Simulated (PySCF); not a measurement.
**Vibration and rotation of HoN**

PBEsol constants of HoN, septet, about 10.4 electrons in the 4f shell (Mulliken), real f orbitals that mix terms (PySCF, spin-free X2C with a Gaussian nucleus, basis sets Ho x2c-SVPall, N x2c-SVPall; masses 164.9303 and 14.0031 u):

| Property | Result |
| --- | --- |
| ωe | 727.4 cm⁻¹ |
| ωexe | 4.52 cm⁻¹ |
| Be | 0.3992 cm⁻¹ |
| αe | 0.00278 cm⁻¹ |
| De to Ho (4f11 6s2) + N | 3.40 eV |

Problem. What force constant and bond length do these constants imply?

Solution. Reduced mass μred = 12.907 u; k = 5.8918×10⁻⁷·μred·ωe² (u, cm⁻¹, mdyn/Å) = 4.02 mdyn/Å; Re = √(16.8576/(μred·Be)) (u, cm⁻¹, Å) = 1.809 Å.

Problem. Estimate the centrifugal constant D from the Kratzer relation and find the Dunham coefficient a1.

Solution. D = 4Be³/ωe² = 4.81e-07 cm⁻¹; a1 = −1 − αeωe/(6Be²) = -3.11.

Spin–orbit coupling is left out, which matters for elements this heavy, above all for dissociation energies. Counting both spins, an empty level lies below a filled one in this solution, because spin and occupation are held. With d or f electrons several states lie close, and the lowest PBE0 determinant need not be the measured ground state.
